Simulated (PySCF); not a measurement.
Compound: C6H7ClNO (doublet state).
Numbering: `[CH2:1]=[C:2]([CH:3]/[CH:4]=[CH:5]/[Cl:6])[C:7]([NH2:8])=[O:9]` (hydrogens: H10, H11 on C1; H12 on C3; H13 on C4; H14 on C5; H15, H16 on N8)

Structure used (GFN2-xTB), in Å, numbered top down from 1:
```
atom  x, y, z in Å
C1     0.7221   -2.3099    0.1258
C2     0.4542   -0.9845    0.0410
C3    -0.8086   -0.4416    0.3739
C4    -1.1906    0.8881    0.1923
C5    -2.4270    1.3501    0.5217
Cl6   -2.8856    2.9745    0.2854
C7     1.5618   -0.0902   -0.4509
N8     1.8887    0.9041    0.4117
O9     2.1328   -0.2519   -1.5042
H10    1.6825   -2.6987   -0.1607
H11   -0.0195   -3.0129    0.4648
H12   -1.5492   -1.1307    0.7578
H13   -0.4814    1.5792   -0.2418
H14   -3.1926    0.7232    0.9505
H15    1.4490    0.9964    1.3095
H16    2.6557    1.5139    0.1794
```

The hyperfine couplings belong to this conformer and change with its torsions.

Level of theory: UKS B3LYP, pcH-1 on C Cl H N O, non-relativistic, mean-field spin-orbit, GIAO in PySCF. The structure is a single GFN2-xTB conformer in the gas phase; no vibrational or solvent corrections. Couplings are sensitive to structure, and on GFN2-xTB geometries they can be far from those on DFT ones. The frame is twisted about the C2–C7 bond at this geometry (dihedral C1–C2–C7–O9 = 55°); couplings at other torsion angles weren't computed. No stability test was run, so a lower SCF solution isn't excluded. ⟨S²⟩ is 0.793 where a pure state has 0.75.

Principal values of hyperfine tensors in MHz (contact, dipolar and spin–orbit terms together), for some of the nuclei:

```
atom  isotope      A1      A2      A3
  C5      13C    9.56   10.27  130.98
  C3      13C    6.48    7.12  128.17
  C4      13C  -65.92  -28.52  -24.37
  C2      13C  -64.40  -28.01  -24.12
 H14       1H  -48.46  -34.19  -13.92
 H12       1H  -45.54  -33.86  -14.29
 H10       1H  -48.05  -30.62  -12.05
 H11       1H  -43.01  -29.76  -12.15
```

Problem. Split each tensor into its isotropic and traceless parts, and turn a_iso into mT with g = 2.0044.

Solution. a_iso is a third of the trace, T = A − a_iso, and a(mT) = a(MHz)/(g × 13.996). The tensors hold a spin–orbit part: the run splits a_iso into a_FC + a_SO, and T includes its anisotropic share.

| atom | a_iso (MHz) | a_FC | a_SO | a_iso (mT) | T1 | T2 | T3 |
| --- | --- | --- | --- | --- | --- | --- | --- |
| C5 | 50.27 | 49.96 | 0.31 | 1.792 | -40.71 | -40.00 | 80.71 |
| C3 | 47.26 | 47.36 | -0.10 | 1.684 | -40.78 | -40.13 | 80.91 |
| C4 | -39.60 | -39.63 | 0.03 | -1.412 | -26.32 | 11.09 | 15.23 |
| C2 | -38.84 | -38.86 | 0.02 | -1.385 | -25.55 | 10.83 | 14.72 |
| H14 | -32.19 | -32.26 | 0.07 | -1.147 | -16.27 | -2.00 | 18.27 |
| H12 | -31.23 | -31.22 | -0.01 | -1.113 | -14.31 | -2.63 | 16.94 |
| H10 | -30.24 | -30.25 | 0.01 | -1.078 | -17.81 | -0.38 | 18.19 |
| H11 | -28.31 | -28.32 | 0.01 | -1.009 | -14.71 | -1.46 | 16.16 |

Problem. What spin density at the nucleus of C2 lies behind its contact coupling (g_N = 1.40482)?

Solution. a_FC = (2μ0/3) gₑ μB g_N μN ρ(0)/(2S·h) = 800.24 MHz × g_N × ρ(0)/(2S), with ρ in bohr⁻³. With a_FC = -38.86 MHz and 2S = 1, ρ(0) = -0.03457 bohr⁻³.

Problem. C1 (13C, g_N = 1.40482) isn't in the table. Its spin density at the nucleus is 0.03501 bohr⁻³. What is its contact coupling?

Solution. By the same relation, a_FC = 39.4 MHz. Its full tensor has the principal values 2.63, 4.16, 111.17 MHz.

Problem. In a single crystal, with the field along each principal axis of the tensor of C3 in turn, what first-order splitting does this nucleus give (isotropic g, quadrupole terms neglected)?

Solution. 2 lines (I = 1/2), spaced by |A_i|/(g × 13.996): 0.23, 0.25, 4.57 mT along the axes of A1, A2 and A3.
